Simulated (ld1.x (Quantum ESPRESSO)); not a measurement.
**LDA (PZ) TM dataset for Rb (Z = 37), fully relativistic all-electron reference.**

| Quantity | Value |
| --- | --- |
| Element | rubidium |
| Generator | ld1.x (Quantum ESPRESSO) 7.5 |
| Type | norm-conserving Troullier–Martins (Kleinman–Bylander form) |
| Functional | LDA (PZ) |
| Relativity | fully relativistic |
| Frozen core | [Kr] |
| Valence charge | 1 |
| Reference configuration | 5s1 5p0 |
| Partial waves | 5s (bound): rc 4.10 bohr; 5p (bound, empty): rc 3.30 bohr; 4f channel at 0.35 Ry: rc 3.30 bohr; 4d channel at 0.3 Ry: rc 3.70 bohr |
| Local potential | the d channel |
| Core correction | none |

Open shells are filled in proportion to 2j + 1 (rel_dist='average').

All-electron outer shells of the reference configuration (LDA (PZ), scalar-relativistic, ld1.x):

```
shell  level (eV)  outermost node (bohr)  outermost maximum (bohr)
   4p      -16.03                   0.64                      1.42
   5s       -2.37                   1.79                      4.22
   5p       -0.79                   2.20                      6.14
```

Results:

```json
{"Cutoffs needed": "6 Ry and 6 Ry (the cutoffs (Ry, on a coarse ladder) from which the occupation-weighted sum of valence levels, in a spherical-Bessel basis at the reference potential, stays within 10 and 1 mRy of its value at 400 Ry)", "Ghost test": "ghost state, extra bound levels that the all-electron valence spectrum of the same l lacks: s at -11.8 eV; a true bound ghost makes a file unfit for plane-wave use (spherical-Bessel basis up to 400 Ry, 20 bohr box)", "Largest excitation error": "+558 meV (all-electron minus pseudo) for 5s0 5p1, out of 2 test configurations"}
```

Generation and tests took about 1.9 s on one core of a shared server CPU.
